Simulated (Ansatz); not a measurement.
`[Cl][InH][Cl]` + H₂O → `[OH][InH][Cl]` + HCl  (formal hydrolysis of the In–Cl bond)

Gas-phase electronic energies from Ansatz, PBE0-D4/def2-TZVP geometries. CCSD(T)/CBS adds triple-zeta CCSD(T) − MP2 to the extrapolated MP2 energy (def2 sets, frozen cores). This one scheme is used for every species. DFT in def2-TZVPP. def2 core potentials past Kr. For In outer-core shells are correlated without core-valence functions, which leaves a few kJ/mol of doubt a bond. Each species was taken in one conformer, which may not be the lowest.

`[Cl][InH][Cl]`:

Cartesian coordinates in Å:
```
Cl 1.005 0.589 1.860
In -0.214 0.059 -0.032
Cl 1.037 -1.157 -1.550
H -1.828 0.508 -0.278
```

H₂O:

Cartesian coordinates in Å:
```
O 0.105 -0.348 -0.140
H -0.401 -0.166 0.655
H 0.296 0.514 -0.515
```

`[OH][InH][Cl]`:

```xyz
5

O     0.665    0.223   -1.338
In   -0.346   -0.453    0.209
Cl   -0.184    1.056    1.981
H     1.079    1.070   -1.148
H    -1.215   -1.897    0.296
```

HCl:

Cartesian coordinates in Å:
```
Cl -0.168 0.365 -0.497
H 0.168 -0.365 0.497
```

(1) Is it downhill or uphill in electronic energy at CCSD(T)/CBS, and by how much? (Estimate.)

(2) What do these levels give: ωB97M-V, BLYP, r2SCAN, CAM-B3LYP, RPA@PBE/def2-TZVPP, MP2/def2-TZVPP? (Estimate.)

Largest T1 diagnostic among the species: 0.015.

Answers

(1) The calculation gave: Uphill: ΔE = +82.2 kJ/mol.

(2) Computed: ωB97M-V 83.7, BLYP 72.9, r2SCAN 81.2, CAM-B3LYP 79.1, RPA@PBE/def2-TZVPP 73.5, MP2/def2-TZVPP 81.1 kJ/mol.

From BLYP to BHLYP (50 % exact exchange), in def2-TZVPP and without D4, ΔE moves by +16.7 kJ/mol. Leaving LDA and LC-ωPBE aside and taking each functional with its dispersion term where it has one, the values, not all of them listed here, spread over 17.8 kJ/mol, from BLYP-D4 to BHLYP-D4.
